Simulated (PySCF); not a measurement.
## Ionisation energy of Sm⁴⁰⁺ by level of theory

Sm⁴⁰⁺ [Ar] 3d4 (5D) → Sm⁴¹⁺ [Ar] 3d3 (4F), as a difference of total energies. Computed with PySCF 2.14 in an uncontracted even-tempered set (18 s from 7.7 bohr⁻², ratio 2.5; 12 p from 10 bohr⁻², ratio 2.5; 7 d from 10 bohr⁻², ratio 2.5; 4 f from 37 bohr⁻², ratio 2.7; 3 g from 55 bohr⁻², ratio 2.7), with scalar relativity by spin-free X2C-1e. Correlated levels: outer shells: [Ne] frozen; virtual orbitals above 40 to 60 times the deepest correlated orbital energy dropped. The calculations carry no spin-orbit coupling.

| method | ionisation energy (eV) |
| --- | --- |
| UHF | 3017.8 |
| LDA | 3017.3 |
| PBE | 3016.4 |
| PBE0 | 3017.2 |
| r2SCAN | 3016.3 |
| MN15 | 3019.0 |
| BLYP | 3016.2 |
| MP2 (outer shells) | 3018.3 |
| SCS-MP2 (outer shells) | 3017.8 |

Spin-orbit coupling is strong in these open shells (close to jj coupling). The scalar numbers leave it out and a first-order estimate fails, so it can dominate the gap to the real levels.

Breit and QED terms and the two-electron picture change are absent.

For comparison: 3028 ± 4 eV (theoretical estimate listed by NIST; NIST Atomic Spectra Database, ionization energies).
